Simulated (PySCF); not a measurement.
CHS, SMILES [C]S (connectivity only; charge and spin as stated), neutral, multiplicity 2. Atoms are numbered in the order given.

```xyz
3

S     -0.0980    -0.4064     0.0000
C      0.0593     1.2317     0.0000
H      1.2128    -0.8871     0.0000
```
Charge 0, spin multiplicity 2.

Geometry optimised at PBE-D3(BJ)/def2-TZVPD.

Level of theory: PBE-D3(BJ)/def2-TZVPD in PySCF.

Frequencies are harmonic and unscaled.

```
mode  ν (cm⁻¹)  IR (km/mol)  moving atoms (share of kinetic energy)
----  --------  -----------  --------------------------------------
1          739          5.9                  H 79 %, S 11 %, C 10 %
2          922         33.5                  C 69 %, S 21 %, H 10 %
3         2202         47.7                                  H 97 %
```
